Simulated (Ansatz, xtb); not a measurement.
# Isomers of C3H7BO in order of energy

3 gas-phase structures of C3H7BO, from a drawn sample of its isomers (lower ones may exist). Each was relaxed with GFN2-xTB:

A. `CB1O[C@@H]1C`, a singlet
B. a singlet given by its coordinates
C. `OB1CCC1`, a singlet

B (Å):

```tsv
atom	x (Å)	y (Å)	z (Å)
C	-0.2539	1.6727	1.3143
C	-0.6329	1.1758	-0.0922
C	0.5285	0.2528	-0.4985
B	0.8171	0.5696	1.7486
O	1.1796	-0.1575	0.6935
H	1.2967	0.3566	2.7905
H	0.2127	2.6586	1.2603
H	-1.1271	1.7753	1.9554
H	-0.7681	1.9813	-0.8119
H	0.1968	-0.6395	-1.0366
H	-1.5576	0.5992	-0.0442
H	1.2655	0.7790	-1.1160
```

Close contacts (Å): C1–C2 1.54, C1–B4 1.60, C2–C3 1.54, C3–O5 1.42, B4–O5 1.33, C1–H7 1.09, C1–H8 1.09, C2–H9 1.09, C2–H11 1.09, C3–H10 1.09, C3–H12 1.10, B4–H6 1.17.

Problem. Which do you expect lowest at r2SCAN-D4/def2-SVP, and how would the others follow?

Solution. Calculated order at r2SCAN-D4/def2-SVP: B (0.000), C (0.255), A (0.823) eV.

Energies above the lowest of each column, in eV; the last columns are at B3LYP-D3(BJ)/def2-SVP geometries:

```
structure  GFN2-xTB  HF/STO-3G  r2SCAN-D4/def2-SVP  B3LYP-D3(BJ)/def2-SVP  CCSD(T)/def2-SVP + ΔMP2/def2-TZVPP
        B     0.000      0.000               0.000                  0.000                               0.000
        C     0.948      1.083               0.255                  0.281                               0.234
        A     1.342      1.781               0.823                  0.882                               0.865
```

Every level run on B puts it lowest or level with the lowest. Flexible structures stand in one conformer each, not always the lowest. ΔMP2 is the change of the MP2 energy from the smaller to the larger basis.

Programs: Ansatz 0.2.0, xtb 6.7.1.
